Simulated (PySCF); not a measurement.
## Converging CI in the basis (r²SCAN)

PySCF, UKS reference; doublet, unpaired electrons π ↑; De to C + I without counterpoise correction.

| basis | relativity | functions | Re (Å) | ωe (cm⁻¹) | De (eV) | μ (D) |
| --- | --- | --- | --- | --- | --- | --- |
| x2c-SVPall | spin-free X2C | 50 | 2.050 | 629 | 3.05 | 1.87 |
| aug-cc-pVDZ/aug-cc-pVDZ-PP | scalar-relativistic core potentials | 55 | 2.055 | 626 | 3.07 | 1.67 |
| def2-TZVPP | scalar-relativistic core potentials | 81 | 2.032 | 637 | 3.14 | 1.77 |

How does each smaller set differ from the one with most functions, def2-TZVPP?

x2c-SVPall: +1.8 pm, -1.3 % in ωe, -0.09 eV in De; aug-cc-pVDZ/aug-cc-pVDZ-PP: +2.3 pm, -1.7 % in ωe, -0.07 eV in De. All at r²SCAN; the set with most functions is neither the basis-set limit nor always the best. The rows treat relativity differently, so the differences are not basis effects alone.

A positive dipole means C(−)I(+). Spin–orbit coupling is left out, which matters for elements this heavy, above all for dissociation energies. The state was picked by a PBE0 search and need not be the measured ground state.
